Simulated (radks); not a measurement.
Q: These are the eigenvalues of the occupied orbitals of an atom or ion with whole-number occupations (eV). All-electron calculation, scalar-relativistic Kohn-Sham, PBE, spin-polarised, spherical densities, point nucleus. Program: a radial shooting solver on a logarithmic mesh with Libxc functionals.

orbital  eigenvalue
1s up     -4404.312
1s down   -4404.286
2s up     -481.3827
2s down   -481.1304
2p up     -395.2968
2p down   -395.0953
3s up      -62.4156
3s down    -61.4712
3p up      -41.0140
3p down    -40.0340
3d up      -10.4361
4s up      -10.2342

Which element is it, and in what charge state? The configuration may be excited. Open shells, if any, are filled with parallel spins first.

A: Z = 21, scandium, charge +1: Sc+ in [Ar] 3d1 4s1. The list shows which subshells hold electrons but not how many an open one holds; the 1s level, -161.86 hartree, gives Z - s = 18.0 by -(Z - s)^2/2, which with screening and relativity narrows Z to a few neighbours, and the depths of the outer levels then fix element, charge and occupations together.
